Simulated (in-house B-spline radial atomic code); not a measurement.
## RPA and G0W0 on LDA exchange-only: the carbon ion C²⁺

Configuration [He] 2s2, mean-field start LDA exchange-only. Computed with an all-electron radial atomic-structure program (B-spline basis): all electrons, scalar-relativistic (spin-free one-electron X2C), finite nucleus, each spin shell either full or empty, empty states to l = 9 with an (l + 1/2)⁻⁴ tail; G0W0 by contour deformation at full frequency.

Command:
```bash
python run_gw.py task.json out
```
Settings (radii: box in bohr, nucleus in fm):
```
Z                        6
electrons                4
configuration            [He] 2s2
hamiltonian              x2c
method                   lda,
lmax                     9
rms_radius               2.4702
spin_polarised           False
box_radius               17.55
intervals                72
ion_configuration        [He] 2s1
```

Run time, properties included: 2.6 s on 1 thread of Arm Neoverse N1, on a shared host.

Energies (hartree):

| term | value |
| --- | --- |
| mean-field total | -35.87063 |
| Hartree-Fock functional on these orbitals | -36.41883 |
| direct second order | -0.32297 |
| second-order exchange | 0.1587 |
| SOSEX correction | 0.11327 |

Question: What is the RPA correlation energy, and what remains with SOSEX?

Answer: RPA gives -0.23079 hartree (-1.57 eV per electron); RPA + SOSEX gives -0.11752, and the second-order doubles -0.16426 hartree (no singles). SOSEX takes back 49 % of the RPA value.

Quasi-particle levels (eV):

| level | occupied | mean field | Σx - vxc | Σc | QP weight | G0W0 |
| --- | --- | --- | --- | --- | --- | --- |
| 2s | yes | -38.72 | -7.48 | ? | ? | ? |
| 2p | no | -30.39 | 7.18 | -1.80 | 0.934 | -25.010 |

G0W0 = mean field + (Σx - vxc) + Σc, with Σc (partial-wave tail included) taken at the quasi-particle energy. Levels of low weight are left out.

Question: Where does G0W0 put 2s?

Answer: At -47.80 eV, with Σc = -1.60 eV and a quasi-particle weight of 0.921. The tabulated removal energy is 47.888 eV (NIST, measured).

Question: What does it cost to remove one electron (to [He] 2s1) by differences of total energies, each species on its own start (correlation terms add to the Hartree-Fock functional)?

Answer: LDA exchange-only 45.04 eV, Hartree-Fock functional 45.77 eV, + RPA 48.22 eV, + RPA + SOSEX 47.63 eV, + second order 48.83 eV. Tabulated: 47.888 eV (NIST, measured).
